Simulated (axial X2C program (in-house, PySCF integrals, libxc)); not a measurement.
**Spin–orbit effects down a group: molecules with H (ions), MP2**

Computed with an in-house relativistic program for diatomic molecules, spin-free (one-electron X2C) or two-component (2c: spin–orbit coupling with atomic mean-field Coulomb and Gaunt terms, which also bring small scalar terms), in Dyall basis sets with cores contracted in-house; open shells are unrestricted.

Basis sets: Cs dyall-cv3z, H dyall-v3z, K dyall-cv3z, Li dyall-cv3z, Na dyall-cv3z, Rb dyall-cv3z. Frozen shells (counts by l): LiH⁺ Li 1s, H none, 1 electrons correlated; NaH⁺ Na 1s, H none, 9 electrons correlated; KH⁺ K 2s1p, H none, 9 electrons correlated; RbH⁺ Rb 3s2p1d, H none, 9 electrons correlated; CsH⁺ Cs 4s3p2d, H none, 9 electrons correlated. Where the outer core of a metal is frozen, bonds come out longer and ionisation energies lower. Frozen cores can differ along the series, which adds to the trend.

```json
{"molecule": "LiH⁺", "spin-free state": "M_S = 1/2, Λ = 0", "Re (Å)": "2.219", "ωe (cm⁻¹)": "422.4", "De (eV)": "0.13", "2c state": "Ω = 1/2", "Re 2c (Å)": "2.219", "ωe 2c (cm⁻¹)": "422.4", "De 2c (eV)": "0.13"}
{"molecule": "NaH⁺", "spin-free state": "M_S = 1/2, Λ = 0", "Re (Å)": "2.590", "ωe (cm⁻¹)": "308.0", "De (eV)": "0.07", "2c state": "Ω = 1/2", "Re 2c (Å)": "2.590", "ωe 2c (cm⁻¹)": "308.0", "De 2c (eV)": "0.07"}
{"molecule": "KH⁺", "spin-free state": "M_S = 1/2, Λ = 0", "Re (Å)": "3.067", "ωe (cm⁻¹)": "220.4", "De (eV)": "0.04", "2c state": "Ω = 1/2", "Re 2c (Å)": "3.067", "ωe 2c (cm⁻¹)": "220.4", "De 2c (eV)": "0.04"}
{"molecule": "RbH⁺", "spin-free state": "M_S = 1/2, Λ = 0", "Re (Å)": "3.265", "ωe (cm⁻¹)": "193.4", "De (eV)": "0.03", "2c state": "Ω = 1/2", "Re 2c (Å)": "3.265", "ωe 2c (cm⁻¹)": "193.4", "De 2c (eV)": "0.03"}
{"molecule": "CsH⁺", "spin-free state": "M_S = 1/2, Λ = 0", "Re (Å)": "3.516", "ωe (cm⁻¹)": "166.6", "De (eV)": "0.03", "2c state": "Ω = 1/2", "Re 2c (Å)": "3.516", "ωe 2c (cm⁻¹)": "166.4", "De 2c (eV)": "0.03"}
```

Q: Work out the shifts from the spin-free to the two-component result.

A: 

| molecule | 2c state | ΔRe (Å) | Δωe (cm⁻¹) | ΔDe (eV) |
| --- | --- | --- | --- | --- |
| LiH⁺ | Ω = 1/2 | 0.000 | 0.0 | 0.00 |
| NaH⁺ | Ω = 1/2 | 0.000 | 0.0 | 0.00 |
| KH⁺ | Ω = 1/2 | 0.000 | 0.0 | 0.00 |
| RbH⁺ | Ω = 1/2 | 0.000 | 0.0 | 0.00 |
| CsH⁺ | Ω = 1/2 | 0.000 | -0.2 | 0.00 |

Shifts of one unit in the last digit are rounding.

Fragments in 2c: Li+ + H, Na+ + H, K+ + H, Rb+ + H, Cs+ + H. Each entry is the lowest single determinant of a limited PBE0 search at one distance. De goes to single-determinant-based atoms at the same level (for ions the charge split of lowest energy) and is withheld (n/a) where an atom does not fit its ground term or J level. Main or longest-lived isotopes.
